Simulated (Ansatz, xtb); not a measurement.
C5H3FN2Se: which of two isomers lies lower

Structure a is `N#Cc1[se]ncc1CF`, a singlet and structure b is `N#Cc1cc(F)c(N)[se]1`, a singlet. Both are isolated molecules in the gas phase, relaxed with PBE-D3(BJ)/def2-SVP; the shapes shown needn't be the lowest conformers.

a (Å):

```xyz
12

C     2.2922    2.2252   -0.3687
C     1.3791    1.1522   -0.2567
C    -0.5818   -0.1241   -0.3857
C     0.0496    1.1317   -0.6739
C    -0.6457    2.2656   -1.3768
F    -2.0168    2.1573   -1.2276
N     3.0562    3.1162   -0.4564
N     0.1040   -1.0856    0.2085
Se    1.8039   -0.5160    0.5201
H    -1.6401   -0.3151   -0.6319
H    -0.3043    3.2454   -0.9752
H    -0.4065    2.2460   -2.4655
```

b (Å):

```xyz
12

C    -3.3349    1.3025   -0.4858
C    -1.9676    1.0412   -0.2774
C    -1.3704   -0.0793    0.2882
C     0.0423   -0.0359    0.3154
C     0.6568    1.0960   -0.2164
F     0.7984   -1.0408    0.8132
N    -4.4752    1.5404   -0.6676
N     2.0068    1.3553   -0.2095
Se   -0.6517    2.3124   -0.8222
H    -1.9442   -0.9350    0.6678
H     2.3874    1.9146   -0.9742
H     2.5855    0.5462    0.0303
```

Quicker runs give these differences E(b) − E(a): GFN2-xTB +5.96 kcal/mol; HF/STO-3G +1.39 kcal/mol (at GFN2-xTB geometries); r2SCAN-D4/def2-SVP −7.76 kcal/mol (at GFN2-xTB geometries).

Problem. Estimate E(b) − E(a) at the level CCSD(T)/def2-SVP + ΔMP2/def2-TZVPP.

Solution. Too close to call at this level: CCSD(T)/def2-SVP + ΔMP2/def2-TZVPP gives E(b) − E(a) = −0.18 kcal/mol.

The same difference at several levels:

```
                             level             geometry  E(b) − E(a) (kcal/mol)  departure from the last row (kcal/mol)  job, with rough time for the two
                          GFN2-xTB             GFN2-xTB                     +5.96                                   +6.14              optimisation, 0.43 s
                         HF/STO-3G             GFN2-xTB                     +1.39                                   +1.57              single point, 0.72 s
                r2SCAN-D4/def2-SVP             GFN2-xTB                     −7.76                                   −7.58               single point, 5.1 s
               PBE-D3(BJ)/def2-SVP  PBE-D3(BJ)/def2-SVP                     −6.59                                   −6.41                optimisation, 46 s
                       HF/def2-SVP  PBE-D3(BJ)/def2-SVP                     −5.53                                   −5.36           part of the CCSD(T) run
                      MP2/def2-SVP  PBE-D3(BJ)/def2-SVP                     −1.36                                   −1.18           part of the CCSD(T) run
                  CCSD(T)/def2-SVP  PBE-D3(BJ)/def2-SVP                     −1.02                                   −0.85                      single point
CCSD(T)/def2-SVP + ΔMP2/def2-TZVPP  PBE-D3(BJ)/def2-SVP                     −0.18                                                     single point, 3.2 min
```

As drawn, b has 1 C∷C, 1 C–N, 1 C∷Se, 2 N–H in place of 1 C–C, 1 N∷Se, 1 C∷N, 2 C–H (∷ is an aromatic bond).

The largest departure from CCSD(T)/def2-SVP + ΔMP2/def2-TZVPP is that of r2SCAN-D4/def2-SVP, 7.58 kcal/mol. The last row adds to CCSD(T) the change of the MP2 difference between the two basis sets, here +0.85 kcal/mol.

With thermal terms from frequencies at re-optimised GFN2-xTB minima (ideal gas, soft modes damped towards free rotors, one conformer each, 298.15 K, 1 atm): the zero-point term adds −0.38 kcal/mol; ΔH is −0.33 and ΔG −0.24 kcal/mol.

The correlated steps freeze 17 core orbitals; the filled d shell of Se is correlated, in a basis made for valence electrons. Codes used: Ansatz 0.2.0, xtb 6.7.1; the last row on 4 threads of Arm Neoverse V1 on a shared host.
